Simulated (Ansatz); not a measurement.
Geometry optimisation, RKS PBE/6-31G* (Ansatz).

The input (input.yaml):

```yaml
crystal:
  periodic: [false, false, false]
  atoms:
    - { symbol: B, position_ang: [0.089839, 0.442532, -0.293056] }
    - { symbol: H, position_ang: [-0.566544, -0.026462, 1.966326] }
    - { symbol: O, position_ang: [1.28551, -0.192764, -0.557324] }
    - { symbol: H, position_ang: [1.179724, -1.080121, -0.962091] }
    - { symbol: O, position_ang: [-1.151654, -0.093248, -0.570559] }
    - { symbol: H, position_ang: [-1.111635, -0.984813, -0.977568] }
    - { symbol: Si, position_ang: [0.178724, 2.245441, 0.51506] }
    - { symbol: H, position_ang: [1.221044, 2.302928, 1.596453] }
    - { symbol: H, position_ang: [0.548576, 3.296936, -0.499715] }
    - { symbol: H, position_ang: [-1.13199, 2.659523, 1.11996] }
    - { symbol: H, position_ang: [-0.241394, 0.41975, 2.415914] }
basis:
  gaussian: { orbitals: "6-31G*" }
hamiltonian:
  xc: pbe
relax:
  f_tol: 0.03
  max_steps: 50
```

Launched with:

```bash
$ ansatz run input.yaml --threads 1 --pin off --max-ram 2048MiB --backend cpu --events-out ev --progress --plain --runs-dir out
```

Problem. Where does it end, and by what steps?

Solution. The forces met the threshold. The force dipped under the threshold on the way, but the program's further checks kept it going. After 28 steps the energy has fallen by 0.244 eV; H11 moved furthest, 2.11 Å.

```tsv
step	energy less start (eV)	largest force component (eV/Å)	accepted
0	0.0000	1.182	yes
1	-0.1386	0.475	yes
2	-0.1835	0.331	yes
3	-0.2060	0.107	yes
4	-0.2149	0.067	yes
5	-0.2141	0.512	no
6	-0.2195	0.056	yes
7	-0.2239	0.057	yes
8	-0.2158	0.805	no
9	-0.2262	0.072	yes
10	-0.2284	0.157	yes
11	-0.2303	0.278	yes
12	-0.2327	0.197	yes
13	-0.2365	0.163	yes
14	-0.2382	0.148	yes
15	-0.2369	0.416	no
16	-0.2397	0.107	yes
17	-0.2406	0.146	yes
18	-0.2408	0.236	yes
19	-0.2419	0.131	yes
20	-0.2421	0.077	yes
21	-0.2426	0.007	yes
22	-0.2430	0.031	yes
23	-0.2433	0.081	yes
24	-0.2436	0.043	yes
25	-0.2438	0.010	yes
26	-0.2439	0.022	yes
27	-0.2437	0.095	no
28	-0.2440	0.025	yes
```

```xyz
11
Properties=species:S:1:pos:R:3
B 0.273 0.643 -0.387
H -1.271 -0.765 2.616
O 1.207 0.140 -1.264
H 1.101 -0.818 -1.449
O -0.741 -0.093 0.190
H -0.741 -1.040 -0.070
Si 0.426 2.614 0.109
H 1.549 2.823 1.088
H 0.729 3.464 -1.093
H -0.829 3.140 0.745
H -1.402 -1.118 3.268
```

Whether the end is a true minimum wasn't checked by a vibrational analysis.

Run time: 41 s on 1 thread of Intel(R) Xeon(R) 6975P-C (Granite Rapids) (shared host), peak memory 0.14 GiB.
